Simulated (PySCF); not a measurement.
# Ionisation energy of Mn⁺ by level of theory

Mn⁺ [Ar] 3d5 4s1 (7S) → Mn²⁺ [Ar] 3d5 (6S), as a difference of total energies. Computed with PySCF 2.14 in cc-pVDZ-DK (6s5p3d1f, 43 functions), with the spin-free X2C one-electron Hamiltonian (Gaussian nucleus). Correlated levels: valence: [Ar] frozen. The calculations carry no spin-orbit coupling.

```
           method  ionisation energy (eV)  error (eV)
              UHF                  14.885      -0.755
             PBE0                  15.936      +0.296
            B3LYP                  16.050      +0.410
    MP2 (valence)                  15.276      -0.364
SCS-MP2 (valence)                  15.016      -0.624
```

Reference: 15.640 eV (measured; NIST Atomic Spectra Database, ionization energies).

Errors of the correlated levels include the incompleteness of this basis and the frozen core.
